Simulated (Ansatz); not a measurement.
`C[O][Sn]([OH])([F])[F]` and `[OH][Sn]([F])([F])[SiH3]` differ in one atom or group.

Ansatz, PBE0-D4/def2-TZVP geometries, multiplicity 1. Each molecule was computed in one conformer, which needn't be the lowest.

Elements past krypton have def2 core potentials.

| property | `C[O][Sn]([OH])([F])[F]` |
| --- | --- |
| HOMO–LUMO gap (PBE0/def2-TZVPP) / eV | 6.45 |
| size of the dipole moment (PBE/def2-TZVPP) / D | 2.55 |
| HOMO energy (ωB97M-V/def2-TZVPP) / eV | -11.28 |
| HOMO energy (B3LYP/def2-TZVPP) / eV | -8.61 |
| HOMO–LUMO gap (PBE/def2-TZVPP) / eV | 3.79 |
| LUMO energy (PBE/def2-TZVPP) / eV | -3.40 |

Problem. Give the same properties after the change, and the shifts. (Estimate.)

Solution. Ansatz gave: 
```csv
property,`[OH][Sn]([F])([F])[SiH3]`,shift
HOMO–LUMO gap (PBE0/def2-TZVPP) / eV,7.74,1.29
size of the dipole moment (PBE/def2-TZVPP) / D,3.36,0.81
HOMO energy (ωB97M-V/def2-TZVPP) / eV,-11.39,-0.11
HOMO energy (B3LYP/def2-TZVPP) / eV,-9.02,-0.41
HOMO–LUMO gap (PBE/def2-TZVPP) / eV,5.06,1.27
LUMO energy (PBE/def2-TZVPP) / eV,-2.49,0.91
```

With PBE0 the HOMO falls by 0.45 eV and the LUMO rises by 0.84 eV, so the gap widens by about 1.29 eV. PBE moves the HOMO by -0.36 eV and ωB97M-V by -0.11 eV. The zero-point energy changes by -44.6 kJ/mol with -3 modes. Dipoles are sizes alone; their direction can turn.

B3LYP here is the variant with VWN-RPA as its local correlation; programs differ in this.
